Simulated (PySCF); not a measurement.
## B: excitation energy

B [He] 2s2 2p1 (2P) → B [He] 2s1 2p2 (4P), as a difference of total energies. All numbers are calculated (PySCF 2.14, the spin-free X2C one-electron Hamiltonian (Gaussian nucleus), in x2c-QZVPPall with one added diffuse shell each of s, p, d, f type (8s5p4d3f1g, 73 functions)). Correlated levels: valence: 1s2 frozen; valence and next inner shell: nothing frozen. The calculations carry no spin-orbit coupling.

```json
{"method": "UHF", "excitation energy (eV)": "2.194"}
{"method": "LDA", "excitation energy (eV)": "3.291"}
{"method": "PBE", "excitation energy (eV)": "3.280"}
{"method": "PBE0", "excitation energy (eV)": "3.225"}
{"method": "r2SCAN", "excitation energy (eV)": "2.944"}
{"method": "BP86", "excitation energy (eV)": "3.407"}
{"method": "TPSS", "excitation energy (eV)": "3.549"}
{"method": "M06-2X", "excitation energy (eV)": "3.810"}
{"method": "B2PLYP", "excitation energy (eV)": "3.589"}
{"method": "MP2 (valence)", "excitation energy (eV)": "3.143"}
{"method": "SCS-MP2 (valence)", "excitation energy (eV)": "3.534"}
{"method": "MP2 (valence and next inner shell)", "excitation energy (eV)": "3.136"}
{"method": "SCS-MP2 (valence and next inner shell)", "excitation energy (eV)": "3.529"}
```

Question: How much does correlation contribute at MP2 (valence and next inner shell)?

Answer: 3.136 − (2.194) = 0.942 eV, measured against UHF.
